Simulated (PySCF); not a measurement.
FNa, triplet, at the geometry of the source list (a higher spin typed on purpose: for a closed-shell molecule this is an excited state); CASCI(6,7)/cc-pVDZ run with PySCF.

Here is a job for PySCF.
```python
from pyscf import gto, scf, mcscf
import numpy

mol = gto.M(
    atom='''
Na   -0.447700   -0.406900   -0.634100
F     0.447700    0.406900    0.634100
''',
    basis='cc-pvdz',
    charge=0,
    spin=2,
    verbose=4,
)

mf = scf.ROHF(mol)
mf.kernel()
mc = mcscf.CASCI(mf, 7, 6)
mc.fix_spin_(ss=2.0)
mc.kernel()
occ = numpy.linalg.eigvalsh(mc.fcisolver.make_rdm1(mc.ci, mc.ncas, mc.nelecas))[::-1]
ss = mc.fcisolver.spin_square(mc.ci, mc.ncas, mc.nelecas)[0]
print('natural occupations', occ.round(4), ' <S^2>', round(ss, 4))
```

What the program printed (banner, timings and long lists left out):

```
PySCF version 2.14.0

[INPUT] verbose = 4
[INPUT] num. atoms = 2
[INPUT] num. electrons = 20
[INPUT] charge = 0
[INPUT] spin (= nelec alpha-beta = 2S) = 2
[INPUT] symmetry False subgroup None
[INPUT] Mole.unit = angstrom
[INPUT] Symbol           X                Y                Z      unit          X                Y                Z       unit  Magmom
[INPUT]  1 Na    -0.447700000000  -0.406900000000  -0.634100000000 AA   -0.846030385968  -0.768929560086  -1.198275335587 Bohr   0.0
[INPUT]  2 F      0.447700000000   0.406900000000   0.634100000000 AA    0.846030385968   0.768929560086   1.198275335587 Bohr   0.0

nuclear repulsion = 29.8883189617694
number of shells = 10
number of NR pGTOs = 67
number of NR cGTOs = 32
basis = cc-pvdz
ecp = {}

******** <class 'pyscf.scf.rohf.ROHF'> ********
method = ROHF
initial guess = minao
damping factor = 0
level_shift factor = 0
DIIS = <class 'pyscf.scf.diis.CDIIS'>
diis_start_cycle = 1
diis_space = 8
diis_damp = 0
SCF conv_tol = 1e-09
SCF conv_tol_grad = None
SCF max_cycles = 50
direct_scf = True
direct_scf_tol = 1e-13
num. doubly occ = 9  num. singly occ = 2
Set gradient conv threshold to 3.16228e-05
init E= -260.978651913975
  HOMO = -0.0565462962350192  LUMO = 0.0362197961627488  gap/eV = 2.52429
cycle= 1 E= -261.158606547041  delta_E= -0.18  |g|= 0.17  |ddm|= 0.937
  HOMO = -0.0726756802516899  LUMO = 0.031396997996248  gap/eV = 2.83196
cycle= 2 E= -261.172278231132  delta_E= -0.0137  |g|= 0.0747  |ddm|= 0.365
  HOMO = -0.065319614931429  LUMO = 0.0340369137085998  gap/eV = 2.70363
cycle= 3 E= -261.173421452026  delta_E= -0.00114  |g|= 0.00883  |ddm|= 0.0705
  HOMO = -0.0607192019912204  LUMO = 0.0356342214168794  gap/eV = 2.62191
cycle= 4 E= -261.173526216152  delta_E= -0.000105  |g|= 0.00316  |ddm|= 0.0466
  HOMO = -0.0595887252946818  LUMO = 0.0359445129610276  gap/eV = 2.59959
cycle= 5 E= -261.173535201155  delta_E= -8.99e-06  |g|= 0.000596  |ddm|= 0.00997
  HOMO = -0.0593121021947716  LUMO = 0.0359970700483133  gap/eV = 2.59349
cycle= 6 E= -261.173536129264  delta_E= -9.28e-07  |g|= 0.000249  |ddm|= 0.00294
  HOMO = -0.0592405625676933  LUMO = 0.0360054161074455  gap/eV = 2.59178
cycle= 7 E= -261.173536273211  delta_E= -1.44e-07  |g|= 5.98e-05  |ddm|= 0.000885
  HOMO = -0.0592310148095714  LUMO = 0.0360035079738829  gap/eV = 2.59146
cycle= 8 E= -261.17353628518  delta_E= -1.2e-08  |g|= 1.86e-05  |ddm|= 0.000264
  HOMO = -0.0592295447477427  LUMO = 0.0360026665600023  gap/eV = 2.59140
cycle= 9 E= -261.173536285907  delta_E= -7.27e-10  |g|= 3.38e-06  |ddm|= 7.79e-05
  HOMO = -0.0592294089158929  LUMO = 0.0360024812820395  gap/eV = 2.59139
Extra cycle  E= -261.173536285924  delta_E= -1.73e-11  |g|= 1.67e-06  |ddm|= 1.81e-05
converged SCF energy = -261.173536285924

******** <class 'pyscf.mcscf.casci.CASCI'> ********
CAS (4e+2e, 7o), ncore = 7, nvir = 18
natorb = False
canonicalization = True
sorting_mo_energy = False
******** <class 'pyscf.fci.addons.SpinPenaltyFCISolver'> ********
max. cycles = 200
conv_tol = 1e-08
davidson only = True
linear dependence = 1e-12
level shift = 0.001
max iter space = 12
nroots = 1
pspace_size = 400
spin = None
Density matrix diagonal elements [1.99987137e+00 1.99987137e+00 1.00020176e+00 9.99792231e-01
 1.21958013e-04 1.21958013e-04 1.93493242e-05]
CASCI converged
CASCI E = -261.173596062973  E(CI) = -13.5407285519572  S^2 = 2.0000000
natural occupations [1.9999e+00 1.9999e+00 1.0002e+00 9.9980e-01 1.0000e-04 1.0000e-04
 0.0000e+00]  <S^2> 2.0
```
